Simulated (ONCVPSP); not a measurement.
**Reading a pseudo-wave (Mg (Z = 12))**

Columns: radius, all-electron u(r) and pseudo u(r) of the 2p shell (level -55.63 eV) of magnesium in the configuration [He] 2s2 2p6 3s1; PBEsol, non-relativistic, ONCV scheme, ONCVPSP 4.0.1.

```
r (bohr)  all-electron  pseudo
   0.070        0.1733  0.0728
   0.140        0.4743  0.2711
   0.210        0.7475  0.5422
   0.280        0.9484  0.8203
   0.350        1.0750  1.0473
   0.420        1.1378  1.1880
   0.490        1.1515  1.2369
   0.560        1.1307  1.2128
   0.630        1.0863  1.1440
   0.700        1.0272  1.0572
   0.770        0.9597  0.9699
   0.840        0.8883  0.8896
   0.910        0.8161  0.8161
   0.980        0.7452  0.7453
   1.050        0.6772  0.6772
   1.120        0.6129  0.6129
   1.190        0.5527  0.5527
   1.260        0.4970  0.4970
   1.330        0.4458  0.4458
   1.400        0.3991  0.3991
   1.470        0.3565  0.3565
   1.540        0.3180  0.3180
   1.610        0.2833  0.2833
   1.680        0.2520  0.2520
   1.750        0.2240  0.2239
   1.820        0.1988  0.1988
```

**Question.** How many radial nodes do the two functions have?

**Answer.** The all-electron 2p function has n − l − 1 = 0; the pseudo-wave has 0.

**Question.** At about which radius was the pseudo-wave matched?

**Answer.** 0.90 bohr, where the columns begin to agree (steps of 0.07 bohr).

**Question.** Is the pseudo-wave norm-conserving?

**Answer.** Yes: the ONCV scheme keeps the norm inside the radius equal to the all-electron one, which fixes the energy derivative of the logarithmic derivative at the level.
